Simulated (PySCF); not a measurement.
A mixed set of molecules.

All values: wB97X-D/def2-SVPD (PySCF) at GFN2-xTB geometries, gas phase, one conformer each. Core orbitals are frozen in the response; Δα² is half the sum of the squared differences of the principal polarisabilities.

Question: Rank by polarisability anisotropy Δα, lowest first.
A. `[CH3:1][S@@:2](=[O:3])[c:4]1[cH:5][cH:6][n:7][cH:8][cH:9]1` with C1–S2–C4–C5 79°
B. `[NH2:1][P:2]1[CH2:3][CH2:4][C:5](=[O:6])[CH2:7][CH2:8]1` with H–N1–P2–C3 -101° and 28°, N1–P2–C3–C4 -159°, P2–C3–C4–C5 65°, C3–C4–C5–O6 117°, C4–C5–C7–C8 62°
C. `[CH2:1]=[P:2][n:3]1[cH:4][cH:5][cH:6][cH:7]1` with C1–P2–N3–C4 164°
D. `[CH:1]#[C:2][C:3](=[CH2:4])[C:5]([F:6])=[C:7]=[S:8]` with C2–C3–C5–F6 180°
E. `[CH3:1][O:2][c:3]1[n:4][n:5][s:6][c:7]1[O:8][CH3:9]` with C1–O2–C3–N4 0°, S6–C7–O8–C9 180°
F. `Cc1ccpcn1`

Answer: B (3.57 Å³), E (6.35 Å³), A (6.60 Å³), F (8.00 Å³), C (8.29 Å³), D (12.58 Å³).

Question: Rank by mean static polarisability, lowest first.
A. `Cc1ccpcn1`
B. `COc1nnsc1OC`
C. `C[S@@](=O)c1ccncc1`
D. `C1P(CCC(=O)C1)N`

Answer: B (12.93 Å³), A (13.17 Å³), D (13.50 Å³), C (14.55 Å³).

Question: Rank by HOMO–LUMO gap, lowest first.
A. `n1(P=C)cccc1`
B. `C[S@@](=O)c1ccncc1`
C. `NP1CCC(=O)CC1`
D. `C(F)(=C=S)C(=C)C#C`
E. `Cc1ccpcn1`
F. `COC1=C(OC)SN=N1`

Answer: D (6.73 eV), A (8.25 eV), F (8.76 eV), E (8.89 eV), B (9.38 eV), C (10.13 eV).

All values together:

```tsv
SMILES	formula	μ (D)	HOMO (eV)	LUMO (eV)	α (Å³)	Δα (Å³)	electrons	α per electron (Å³)
C#CC(=C)C(F)=C=S	C6H3FS	1.31	-8.10	-1.37	14.65	12.58	64	0.229
COc1nnsc1OC	C4H6N2O2S	3.54	-8.34	0.43	12.93	6.35	76	0.170
Cc1ccpcn1	C5H6NP	2.11	-8.89	-0.01	13.17	8.00	58	0.227
NP1CCC(=O)CC1	C5H10NOP	2.81	-8.87	1.25	13.50	3.57	70	0.193
C=Pn1cccc1	C5H6NP	0.83	-8.30	-0.05	13.25	8.29	58	0.229
C[S@@](=O)c1ccncc1	C6H7NOS	3.24	-9.04	0.34	14.55	6.60	74	0.197
```

Conformers: `[CH:1]#[C:2][C:3](=[CH2:4])[C:5]([F:6])=[C:7]=[S:8]` with C2–C3–C5–F6 180°; `[CH3:1][O:2][c:3]1[n:4][n:5][s:6][c:7]1[O:8][CH3:9]` with C1–O2–C3–N4 0°, S6–C7–O8–C9 180°; `[NH2:1][P:2]1[CH2:3][CH2:4][C:5](=[O:6])[CH2:7][CH2:8]1` with H–N1–P2–C3 -101° and 28°, N1–P2–C3–C4 -159°, P2–C3–C4–C5 65°, C3–C4–C5–O6 117°, C4–C5–C7–C8 62°; `[CH2:1]=[P:2][n:3]1[cH:4][cH:5][cH:6][cH:7]1` with C1–P2–N3–C4 164°; `[CH3:1][S@@:2](=[O:3])[c:4]1[cH:5][cH:6][n:7][cH:8][cH:9]1` with C1–S2–C4–C5 79°.

How closely does the mean polarisability follow the number of electrons in this set?

The correlation coefficient is 0.15; α per electron runs from 0.170 to 0.229 Å³.
